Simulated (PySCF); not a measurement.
Species: C4H6FN2Si (doublet state).
Cartesian coordinates in Å at the GFN2-xTB level; atoms count from 1:
```
atom  x, y, z in Å
N1     0.0317    2.6234    1.2618
C2    -0.3552    1.8543    0.5020
C3    -0.6751    0.8301   -0.4295
F4    -1.4547    1.3241   -1.4664
C5    -1.2812   -0.4456    0.1797
C6    -0.3155   -1.5488   -0.2795
Si7    0.8942   -0.2342   -1.0187
N8     2.1618    0.1528    0.0800
H9    -2.2938   -0.5846   -0.1988
H10   -1.3176   -0.3676    1.2664
H11    0.0851   -2.1389    0.5418
H12   -0.7731   -2.2315   -0.9908
H13    2.2372    1.0733    0.4872
H14    3.0557   -0.3072    0.0427
```

The hyperfine couplings belong to this conformer and change with its torsions.

Identity: `N#C[C@]1(F)CC[Si]1N` [radical].

The calculation used UKS B3LYP, pcH-1 on C F H N Si, non-relativistic, mean-field spin-orbit, GIAO in PySCF. One conformer (not necessarily the lowest) at the GFN2-xTB geometry, without solvent, vibrations or thermal averaging. A GFN2-xTB geometry isn't a minimum of the functional, and hyperfine couplings can be far from their values at a DFT geometry, by a factor of two or more for some ions and for spin on atoms past the first row. The SCF solution wasn't tested for stability.

Task: Where do the isotropic ENDOR lines of N8, N1, F4, H9, H12, H10, H14, H13 and H11 fall at 333.3 mT, to first order?

Result: For S = 1/2 in fast tumbling each set of equivalent nuclei gives two lines, ν± = |νn ± a/2| to first order, with νn = g_N μN B/h and μN/h = 7.62259 MHz/T.

```json
{"nuclei": "N8", "isotope": "14N", "g_N": "0.4038", "νn (MHz)": "1.03", "a_iso (MHz)": "8.35", "lower line (MHz)": "3.15", "upper line (MHz)": "5.20"}
{"nuclei": "N1", "isotope": "14N", "g_N": "0.4038", "νn (MHz)": "1.03", "a_iso (MHz)": "0.55", "lower line (MHz)": "0.75", "upper line (MHz)": "1.30"}
{"nuclei": "F4", "isotope": "19F", "g_N": "5.2577", "νn (MHz)": "13.36", "a_iso (MHz)": "19.17", "lower line (MHz)": "3.77", "upper line (MHz)": "22.94"}
{"nuclei": "H9", "isotope": "1H", "g_N": "5.5857", "νn (MHz)": "14.19", "a_iso (MHz)": "26.83", "lower line (MHz)": "0.77", "upper line (MHz)": "27.61"}
{"nuclei": "H12", "isotope": "1H", "g_N": "5.5857", "νn (MHz)": "14.19", "a_iso (MHz)": "-8.81", "lower line (MHz)": "9.79", "upper line (MHz)": "18.60"}
{"nuclei": "H10", "isotope": "1H", "g_N": "5.5857", "νn (MHz)": "14.19", "a_iso (MHz)": "8.61", "lower line (MHz)": "9.88", "upper line (MHz)": "18.50"}
{"nuclei": "H14", "isotope": "1H", "g_N": "5.5857", "νn (MHz)": "14.19", "a_iso (MHz)": "-7.08", "lower line (MHz)": "10.65", "upper line (MHz)": "17.73"}
{"nuclei": "H13", "isotope": "1H", "g_N": "5.5857", "νn (MHz)": "14.19", "a_iso (MHz)": "-6.47", "lower line (MHz)": "10.96", "upper line (MHz)": "17.43"}
{"nuclei": "H11", "isotope": "1H", "g_N": "5.5857", "νn (MHz)": "14.19", "a_iso (MHz)": "1.65", "lower line (MHz)": "13.37", "upper line (MHz)": "15.01"}
```

Task: Which pairs are centred on the nuclear Larmor frequency, and which on half the coupling?

Result: Centred on νn, since |a| < 2νn: N1, F4, H9, H12, H10, H14, H13 and H11. Centred on |a|/2 and split by 2νn: N8.

H13 and H14 aren't averaged: N8 is flat or nearly so (angle sum 354°), and its turn about the short N8–Si7 bond (1.72 Å) is taken as slow.

The Mulliken spin populations are largest on Si7 (+0.67), N8 (+0.15) and C6 (+0.13). The angles at Si7 add up to 293.4°, so it is pyramidal.

Hardware: an Arm Neoverse V1 with one thread, shared host with 32 logical CPUs at a one-minute load of 23. Cost: 94 s wall (grids of density and orbitals included), 1.0 GiB resident at most.
